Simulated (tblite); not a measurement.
Task: Give a GFN2-xTB geometry of `Cc1c(CF)cnn1[SiH3]`.

Result: 
```
atom  x, y, z in Å
C1    -0.0007    1.5835    0.6978
C2    -0.0404    0.2334    0.0841
C3    -1.1131   -0.5326   -0.3269
C4    -2.5617   -0.2012   -0.2531
F5    -2.9404    0.1133    1.0387
C6    -0.5273   -1.7121   -0.8328
N7     0.7781   -1.6631   -0.7454
N8     1.0846   -0.4774   -0.1819
Si9    2.7797   -0.1147    0.1059
H10    0.3183    2.3250   -0.0357
H11   -0.9876    1.8538    1.0634
H12    0.7021    1.6056    1.5289
H13   -3.1732   -1.0543   -0.5612
H14   -2.8114    0.6766   -0.8621
H15   -1.0161   -2.5685   -1.2546
H16    3.4807   -1.2510   -0.4630
H17    3.0622    1.1565   -0.5660
H18    2.9575    0.0336    1.5523
```

Orientation and origin are arbitrary. Atoms count from 1 in this order. N7 (pyridine-type nitrogen) is bent (angle 106.7°). Of the pairs four or more bonds apart, Si9···H12 is among the closest relative to their van der Waals radii: 3.05 Å, 92 % of the sum of Bondi's values. The C–C distances run from 1.381 Å (C2–C3, aromatic) to 1.488 Å (C3–C4, drawn single), a spread of 0.107 Å. N8 (pyrrole-type nitrogen) is planar (angles 131.3°, 118.0° and 110.7°, sum 360.0°, 0.01 Å off the plane of its three neighbours).

Bonds between heavy atoms (Å): C1–C2 1.484, C2–C3 1.381, C3–C4 1.488, C4–F5 1.382, C3–C6 1.411, C6–N7 1.309, N7–N8 1.348, N8–Si9 1.757, C2–N8 1.357.

Computed geometry: GFN2-xTB, gas phase.

Point group: C1 (no symmetry element, even within 0.4 Å). Its GFN2-xTB frequencies are all real (lowest 41 cm⁻¹). The numbers are those of one conformer (C2–C3–C4–F5 -55°). 2 starts were optimised and ended at 0.00 and 1.33 kcal/mol (GFN2-xTB); the lowest of these is shown.
